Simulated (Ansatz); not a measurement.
Species: C$_{9}$H$_{9}$NSSi, SMILES `[SiH3]c1ccc(S)c2ncccc12` (C–C–S–H torsion 180°) (charge 0, multiplicity 1), formula C9H9NSSi.

How many basis functions does frozen-core CCSD(T)/cc-pVDZ // PBE-D3(BJ)/def2-SVP (Ansatz, a program for electronic structure) use, how many core orbitals are frozen, and how many electrons are correlated?

221 basis functions and 20 frozen orbitals, which leaves 60 correlated electrons. Core time is of the order of minutes.
